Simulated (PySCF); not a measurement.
**C₆ coefficients of unlike pairs at UHF**

Calculated with PySCF 2.14 from the dipole response of each species, C₆(A,B) = (3/π) ∫ α_A(iu) α_B(iu) du, in atomic units, from isotropic polarisabilities. For ions this is the dispersion term alone; charge-induced terms of lower order in 1/R come first.

| species | configuration | basis | relativity | α (bohr³) | C₆ (like pair) |
| --- | --- | --- | --- | --- | --- |
| Al³⁺ | [Ne] (1S) | aug-cc-pV(T+d)Z (6s5p4d2f) | none | 0.2511 | 0.2162 |
| C²⁺ | [He] 2s2 (1S) | dyall-av3z (15s9p3d2f) | none | 4.509 | 7.110 |
| Ga⁺ | [Ar] 3d10 4s2 (1S) | x2c-TZVPPall with one added diffuse shell each of s, p, d type (7s6p5d1f) | spin-free X2C | 21.10 | 109.9 |
| P⁺ | [Ne] 3s2 3p2 (3P) | aug-cc-pVTZ-DK (6s5p3d2f) | spin-free X2C | 14.41 | 74.73 |

**Question.** Estimate C₆ for P⁺ with C²⁺.

**Answer.** The integral gives 23.03. The combination rule 2 C_A C_B / (C_A α_B/α_A + C_B α_A/α_B) gives 23.05 and the geometric mean 23.05.

No spin-orbit coupling is included.

The other pairs:

```tsv
pair	C₆
Ga⁺, C²⁺	27.58
P⁺, Al³⁺	2.418
Ga⁺, Al³⁺	2.648
C²⁺, Al³⁺	0.7684
P⁺, Ga⁺	89.30
```
